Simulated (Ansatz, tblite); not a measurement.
Cost and result up the ladder for (AgSH)2 ring (Ag₂H₂S₂) (6 atoms). Total charge 0; singlet. Geometry: PBE-D4/def2-SVP.

```csv
atom,x (Å),y (Å),z (Å)
Ag1,-0.715,1.112,-0.384
S2,-1.626,-0.606,1.268
Ag3,0.712,-1.115,0.382
S4,1.625,0.607,-1.265
H5,-1.198,0.052,2.384
H6,1.203,-0.049,-2.385
```

Ansatz on 4 threads of Arm Neoverse V2 on a shared host; xTB runs through tblite on one thread. Times are rough, summed over both states, and most runs start from the orbitals of an earlier one. PBE0-D4/def2-TZVP serves as the yardstick here, not as an exact answer. The other state is a doublet.

In the def2 sets Ag takes a core potential; there is no spin–orbit coupling. The xTB rows come from tblite.

Raw xTB energies of ions are shifted by several eV.

```csv
level,functions,wall time,vertical IE (eV),difference from PBE0-D4/def2-TZVP (eV)
GFN2-xTB,38,0.007 s,12.80,4.67
GFN1-xTB,40,0.009 s,13.21,5.08
PBE-D4/def2-TZVP,166,4.6 s,7.94,-0.19
PBE0-D4/def2-TZVP,166,6.6 s,8.13,0.00
r2SCAN-D4/def2-TZVP (with forces),166,12 s,7.96,-0.17
```
